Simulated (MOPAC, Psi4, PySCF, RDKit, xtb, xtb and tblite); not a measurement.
Two geometries of C3H8OSi, SMILES C(=O)CC[SiH3], singlet, relaxed at GFN2-xTB with one dihedral held; other torsions can differ between them too.

Structure A

```
13

O     -1.7660    -0.8935    -1.1656
C     -1.8936    -0.3776    -0.0912
C     -0.8256     0.3627     0.6545
C     -1.3844     1.4673     1.5466
Si    -2.1819     2.8844     0.5502
H     -2.8521    -0.4468     0.4638
H     -0.0912     0.7506    -0.0539
H     -0.3171    -0.3912     1.2688
H     -2.1138     1.0338     2.2338
H     -0.5765     1.8606     2.1655
H     -1.1515     3.5154    -0.2752
H     -2.7358     3.8543     1.4954
H     -3.2416     2.3386    -0.2977
```

Structure B

```
13

O     -1.3444    -0.8930    -1.1477
C     -1.7293    -0.3608    -0.1425
C     -0.8307     0.4032     0.7762
C     -0.2082     1.5630    -0.0076
Si     0.7117     0.9753    -1.5814
H     -2.7942    -0.4189     0.1537
H     -0.0333    -0.2675     1.1042
H     -1.3771     0.7589     1.6519
H     -0.9915     2.2742    -0.2732
H      0.4818     2.0901     0.6517
H      1.4716    -0.2327    -1.2731
H      1.6556     2.0599    -1.8921
H     -0.1895     0.8260    -2.7169
```

Q: Which is lower in energy at the level DF-MP2 (frozen core)/cc-pVTZ // GFN2-xTB (Psi4), and by how much?

A: A is lower, by 0.98 kcal/mol (dihedral O1–C2–C3–C4: 150° in A, 60° in B).

E(B) − E(A) in kcal/mol at the other levels, on the same two geometries: GFN2-xTB (xtb and tblite) -0.17; MMFF94 // GFN2-xTB (RDKit) 8.50; PBE0/def2-TZVP // GFN2-xTB (Psi4) 1.75; PBE0-D3(BJ)/def2-TZVP // GFN2-xTB (Psi4) 1.54; PBE/def2-TZVP // GFN2-xTB (Psi4) 1.87; PBE-D3(BJ)/def2-TZVP // GFN2-xTB (Psi4) 1.63; wB97X-D/def2-TZVP // GFN2-xTB (Psi4) 2.02; HF/cc-pVTZ // GFN2-xTB (Psi4) 2.47; UFF // GFN2-xTB (RDKit) 5.34; PM6, restricted, heats of formation // GFN2-xTB (MOPAC) 3.64; PM7, restricted, heats of formation // GFN2-xTB (MOPAC) 3.07; GFN1-xTB // GFN2-xTB (xtb) -8.14; restricted B3LYP/6-31G*, spherical d // GFN2-xTB (PySCF) 1.19; restricted Hartree-Fock/3-21G // GFN2-xTB (PySCF) -0.73; restricted Hartree-Fock/6-31G*, spherical d // GFN2-xTB (PySCF) 1.81; restricted Hartree-Fock/LANL2DZ, with its core potentials past Ne // GFN2-xTB (PySCF) 3.68.
